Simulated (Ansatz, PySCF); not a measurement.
Process, species as SMILES: CC(C)C [2-methylpropane] + 3 [H][H] (H2) → 4 C (CH4)
Each molecule is optimised on its own at B3LYP-D3(BJ)/def2-TZVP (Ansatz, a program for electronic structure).

Property: energy of full hydrogenation (0 K, with B3LYP-D3(BJ) harmonic zero-point energies from PySCF), in kcal/mol. Valence correlation only, unless marked. No spin-orbit coupling. Non-relativistic. Basis-set limits of correlation are two-point, X^-3; Hartree-Fock from the larger set. The bracket is a focal-point correction in the basis named.

RI-MP2/CBS(cc-pVTZ,cc-pVQZ)+[CCSD(T)-MP2]/cc-pVTZ (Ansatz) gives -38.2 kcal/mol.

Question: Another calculation gave -41.8 kcal/mol. Which level was it?
A. wB97M-V/def2-TZVPD (Ansatz)
B. HSE06/def2-TZVPD (Ansatz)
C. BLYP/def2-TZVPD (Ansatz)
D. HF/def2-TZVPD (PySCF)

Answer: B, HSE06/def2-TZVPD (Ansatz). The others give -45.6 (BLYP), -38.8 (wB97M-V), -50.6 (HF) kcal/mol.
